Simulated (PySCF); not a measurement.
Deuteron quadrupole couplings in `Cc1ccc2c(c1)C[C@@H](C(C)(C)C)C2`

Compound: C14H20.
Geometry (PBE0-D3(BJ)/def2-SVP, Å), atoms numbered from 1 in this order:
```
atom  x, y, z in Å
C1     4.9564    0.4652   -1.0967
C2     3.6244    0.4247   -0.4032
C3     3.5447    0.4440    0.9960
C4     2.3179    0.3814    1.6573
C5     1.1461    0.3028    0.9111
C6     1.2089    0.2853   -0.4866
C7     2.4352    0.3450   -1.1403
C8    -0.1739    0.1848   -1.0677
C9    -1.0879    0.5890    0.1079
C10   -2.5468    0.0877    0.0520
C11   -3.2087    0.6284   -1.2187
C12   -3.3019    0.6268    1.2706
C13   -2.6377   -1.4405    0.0476
C14   -0.2823    0.2172    1.3707
H15    5.6943    1.0443   -0.5224
H16    5.3676   -0.5503   -1.2242
H17    4.8766    0.9119   -2.0985
H18    4.4668    0.5178    1.5797
H19    2.2835    0.4048    2.7501
H20    2.4768    0.3390   -2.2339
H21   -0.3144    0.8192   -1.9560
H22   -0.3686   -0.8550   -1.3879
H23   -1.1392    1.6934    0.0911
H24   -2.7171    0.2468   -2.1266
H25   -4.2680    0.3301   -1.2651
H26   -3.1677    1.7293   -1.2498
H27   -4.3721    0.3726    1.2119
H28   -3.2199    1.7239    1.3349
H29   -2.9121    0.2040    2.2092
H30   -3.6922   -1.7573    0.0218
H31   -2.1844   -1.8836    0.9474
H32   -2.1427   -1.8809   -0.8313
H33   -0.5005    0.8775    2.2237
H34   -0.5094   -0.8125    1.7024
```

Level: PBE0/pcSseg-1 (PySCF, non-relativistic); Q(2H) = 0.00286 b; rigid geometry, the same for H and D, with no vibrational averaging.

Problem. Rank these positions by the coupling χzz of a deuteron there, largest first.
A. H22 (methylene hydrogen)
B. H18 (aromatic hydrogen)
C. H27 (methyl hydrogen)
D. H23 (methine hydrogen)

Solution. B (204 kHz), C (196 kHz), A (190 kHz), D (186 kHz).

Problem. Give the electric field gradient Vzz (the principal value of largest size), its asymmetry and the 2H coupling at each hydrogen.

Solution. 
```csv
atom,bonded to,bond length (Å),Vzz (au),η,χzz (kHz)
H15,C1,1.100,0.2926,0.03,197
H16,C1,1.103,0.2885,0.02,194
H17,C1,1.100,0.2928,0.03,197
H18,C3,1.094,0.3030,0.08,204
H19,C4,1.094,0.3037,0.06,204
H20,C7,1.094,0.3020,0.08,203
H21,C8,1.101,0.2907,0.02,195
H22,C8,1.105,0.2834,0.01,190
H23,C9,1.106,0.2768,0.01,186
H24,C11,1.101,0.2923,0.02,196
H25,C11,1.101,0.2915,0.02,196
H26,C11,1.102,0.2905,0.02,195
H27,C12,1.102,0.2914,0.02,196
H28,C12,1.102,0.2905,0.02,195
H29,C12,1.101,0.2924,0.02,196
H30,C13,1.101,0.2919,0.02,196
H31,C13,1.101,0.2934,0.02,197
H32,C13,1.101,0.2933,0.02,197
H33,C14,1.101,0.2907,0.01,195
H34,C14,1.105,0.2833,0.01,190
```

Problem. How does χzz go with the bond length over the 20 C–H bonds?

Solution. A straight-line fit has a slope of -12.1 kHz for each 0.01 Å, with a correlation coefficient of -0.96, over lengths from 1.094 to 1.106 Å. The longer bonds have the smaller couplings here.

Problem. Give the 2H NMR doublet splittings at H28 for a magnetic field along the z, y and x axes of the gradient: 3χ/2, 3χ(1 + η)/4, 3χ(1 − η)/4.

Solution. With |χ| = 195.2 kHz and η = 0.018: 293, 149 and 144 kHz, to first order and without motion.

One conformer (not necessarily the lowest) at the PBE0-D3(BJ)/def2-SVP geometry, without solvent, vibrations or thermal averaging. The basis is small and wasn't made for field gradients, so the couplings can be 20 % off.

The run behind these numbers computed NMR shieldings as well. Time: 57 s wall, 2.2 min CPU; peak memory 2.7 GiB. Hardware: Intel Xeon 6975P-C, 2 threads, shared host with 192 logical CPUs at a one-minute load of 16.
